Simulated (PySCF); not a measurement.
**[La(CH3)2]+ relaxed at several levels**

Computed with PySCF 2.14.0, PBE0, def2-SVP on the ligands, density fitting, scalar-relativistic core potentials, no spin-orbit coupling, vacuum. Each row is relaxed at its own level from the same template. Distances are means of the shortest metal–ligand contacts, charges and spins Mulliken's; removal energies are rigid, with the ligand's formal charge and no counterpoise, so too large; for an anion taken off a cation in vacuum most of it is the attraction of opposite charges, and multiply charged cations can part far more cheaply with an electron moved from ligand to metal. lcecp potentials hold a fixed number of 4f electrons in the core, out of states, spins and gaps.

| level | basis on the metal | point group | M–CH3 (Å) | charge on M (e) | HOMO–LUMO gap (eV) | removal of one CH3 (eV) | strongest infrared band, degenerate modes summed (cm⁻¹) | unstable modes (below −25 cm⁻¹) |
| --- | --- | --- | --- | --- | --- | --- | --- | --- |
| PBE0 | def2-SVP with ECP46 | C2 | 2.387 | 1.30 | 4.42 | 14.82 | 448 | 0 |

(1) What does the calculation give for PBE0, lcecp-1-SVP with ECP46?

Moved off a saddle point of the template and relaxed again: PBE0, PBE0. One start shape was tried for each, so a minimum needn't be the lowest isomer.

Answers

(1) point group: C2, M–CH3 (Å): 2.377, charge on M (e): 1.35, removal of one CH3 (eV): 14.86, strongest infrared band, degenerate modes summed (cm⁻¹): 449, unstable modes (below −25 cm⁻¹): 0.
```xyz
9

La    0.0000    0.0000   -0.1871
C     1.8733   -0.1481    1.2682
H     2.6491    0.6091    1.0372
H     1.5857   -0.0134    2.3282
H     2.3639   -1.1398    1.1885
C    -1.8733    0.1481    1.2682
H    -2.6491   -0.6091    1.0372
H    -1.5857    0.0134    2.3282
H    -2.3639    1.1398    1.1885
```
